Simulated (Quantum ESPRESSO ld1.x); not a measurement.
Question: Species: Ne3+. Configuration: [He] 2s2 2p3. All-electron calculation, scalar-relativistic Kohn-Sham, LDA (Slater exchange, Perdew-Zunger correlation), spin-unpolarised, spherical densities, point nucleus. Program: ld1.x of Quantum ESPRESSO 7.5. Some entries of the table are withheld. Estimate them.

orbital  occ.  eigenvalue (eV)  <r^2> (bohr^2)  <r> (bohr)
1s          2              (1)             (2)      0.1585
2s          2              (3)          0.7580         (4)
2p          3              (5)          0.7087      0.7540

Answer: 
(1) 1s eigenvalue (eV): -909.400
(2) 1s <r^2> (bohr^2): 0.03386
(3) 2s eigenvalue (eV): -102.836
(4) 2s <r> (bohr): 0.7987
(5) 2p eigenvalue (eV): -80.6247
